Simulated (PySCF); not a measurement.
C₄H₇O, SMILES O=C(CC)[CH2], multiplicity 2.

Geometry: PBE-D3(BJ)/def2-SVP. The isomer is the one that the SMILES or the coordinates give; other isomers of the formula were not compared. The values are those of a single conformer.

The numbers are results of PBE-D3(BJ)/def2-SVP (PySCF), not measurements.

No scaling factor is applied to the harmonic values.

```json
[
 {"mode": "1", "ν (cm⁻¹)": "61", "IR (km/mol)": "0.2", "moving atoms (share of kinetic energy)": "H 49 %, C 40 %, O 11 %"},
 {"mode": "2", "ν (cm⁻¹)": "199", "IR (km/mol)": "0.1", "moving atoms (share of kinetic energy)": "H 87 %, C 12 %"},
 {"mode": "3", "ν (cm⁻¹)": "245", "IR (km/mol)": "5.5", "moving atoms (share of kinetic energy)": "C 44 %, O 29 %, H 27 %"},
 {"mode": "4", "ν (cm⁻¹)": "327", "IR (km/mol)": "0.0", "moving atoms (share of kinetic energy)": "H 96 %"},
 {"mode": "5", "ν (cm⁻¹)": "397", "IR (km/mol)": "3.9", "moving atoms (share of kinetic energy)": "C 47 %, H 33 %, O 20 %"},
 {"mode": "6", "ν (cm⁻¹)": "471", "IR (km/mol)": "3.0", "moving atoms (share of kinetic energy)": "H 49 %, C 45 %"},
 {"mode": "7", "ν (cm⁻¹)": "577", "IR (km/mol)": "6.5", "moving atoms (share of kinetic energy)": "C 53 %, O 27 %, H 21 %"},
 {"mode": "8", "ν (cm⁻¹)": "689", "IR (km/mol)": "9.1", "moving atoms (share of kinetic energy)": "H 77 %, C 23 %"},
 {"mode": "9", "ν (cm⁻¹)": "757", "IR (km/mol)": "9.5", "moving atoms (share of kinetic energy)": "C 56 %, H 36 %"},
 {"mode": "10", "ν (cm⁻¹)": "787", "IR (km/mol)": "22.4", "moving atoms (share of kinetic energy)": "H 64 %, C 35 %"},
 {"mode": "11", "ν (cm⁻¹)": "936", "IR (km/mol)": "0.4", "moving atoms (share of kinetic energy)": "H 67 %, C 29 %"},
 {"mode": "12", "ν (cm⁻¹)": "997", "IR (km/mol)": "3.8", "moving atoms (share of kinetic energy)": "H 50 %, C 39 %, O 11 %"},
 {"mode": "13", "ν (cm⁻¹)": "1017", "IR (km/mol)": "0.0", "moving atoms (share of kinetic energy)": "H 60 %, C 39 %"},
 {"mode": "14", "ν (cm⁻¹)": "1072", "IR (km/mol)": "2.2", "moving atoms (share of kinetic energy)": "C 63 %, H 34 %"},
 {"mode": "15", "ν (cm⁻¹)": "1174", "IR (km/mol)": "43.5", "moving atoms (share of kinetic energy)": "C 54 %, H 44 %"},
 {"mode": "16", "ν (cm⁻¹)": "1213", "IR (km/mol)": "0.0", "moving atoms (share of kinetic energy)": "H 83 %, C 17 %"},
 {"mode": "17", "ν (cm⁻¹)": "1317", "IR (km/mol)": "15.7", "moving atoms (share of kinetic energy)": "H 56 %, C 44 %"},
 {"mode": "18", "ν (cm⁻¹)": "1345", "IR (km/mol)": "9.4", "moving atoms (share of kinetic energy)": "H 79 %, C 21 %"},
 {"mode": "19", "ν (cm⁻¹)": "1377", "IR (km/mol)": "9.5", "moving atoms (share of kinetic energy)": "H 87 %, C 13 %"},
 {"mode": "20", "ν (cm⁻¹)": "1400", "IR (km/mol)": "30.3", "moving atoms (share of kinetic energy)": "H 63 %, C 37 %"},
 {"mode": "21", "ν (cm⁻¹)": "1411", "IR (km/mol)": "7.2", "moving atoms (share of kinetic energy)": "H 97 %"},
 {"mode": "22", "ν (cm⁻¹)": "1419", "IR (km/mol)": "10.7", "moving atoms (share of kinetic energy)": "H 93 %"},
 {"mode": "23", "ν (cm⁻¹)": "1599", "IR (km/mol)": "63.3", "moving atoms (share of kinetic energy)": "C 63 %, O 35 %"},
 {"mode": "24", "ν (cm⁻¹)": "2955", "IR (km/mol)": "14.7", "moving atoms (share of kinetic energy)": "H 94 %"},
 {"mode": "25", "ν (cm⁻¹)": "2986", "IR (km/mol)": "15.9", "moving atoms (share of kinetic energy)": "H 97 %"},
 {"mode": "26", "ν (cm⁻¹)": "2993", "IR (km/mol)": "8.0", "moving atoms (share of kinetic energy)": "H 91 %, C 9 %"},
 {"mode": "27", "ν (cm⁻¹)": "3073", "IR (km/mol)": "2.7", "moving atoms (share of kinetic energy)": "H 95 %"},
 {"mode": "28", "ν (cm⁻¹)": "3076", "IR (km/mol)": "12.6", "moving atoms (share of kinetic energy)": "H 91 %, C 9 %"},
 {"mode": "29", "ν (cm⁻¹)": "3079", "IR (km/mol)": "14.6", "moving atoms (share of kinetic energy)": "H 90 %, C 10 %"},
 {"mode": "30", "ν (cm⁻¹)": "3202", "IR (km/mol)": "1.8", "moving atoms (share of kinetic energy)": "H 89 %, C 11 %"}
]
```
